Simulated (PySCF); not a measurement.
**Working out the ionisation energy of Tc**

Tc [Kr] 4d5 5s2 (6S) → Tc⁺ [Kr] 4d5 5s1 (7S). Calculation: PySCF 2.14, in aug-cc-pVDZ-PP with ECP28MDF (5s5p4d2f, 54 functions); a scalar-relativistic core potential. Frozen: 4s2 4p6. Energies in hartree (1 hartree = 27.21139 eV):

```
             part  Tc (lower)  Tc⁺ (upper)
              UHF  -79.847228   -79.642316
MP2 opposite-spin   -0.041778     0.000000
    MP2 same-spin   -0.061437    -0.061880
```

Problem. What does Hartree-Fock give?

Solution. (-79.642316) − (-79.847228) = 0.204912 hartree = 5.576 eV.

Problem. What do MP2 and SCS-MP2 (6/5 opposite-spin, 1/3 same-spin) give?

Solution. The opposite-spin parts differ by 1.137 eV and the same-spin parts by -0.012 eV. MP2: 5.576 + (1.137) + (-0.012) = 6.701 eV. SCS-MP2: 5.576 + 1.2 × (1.137) + (-0.012)/3 = 6.936 eV.

Measured between the centres of the two terms (NIST): 7.119 eV, so MP2 (valence) is off by -0.418 eV.

A double-zeta basis recovers only part of the correlation energy.

What remains against the reference includes basis incompleteness, the frozen core and correlation beyond second order.
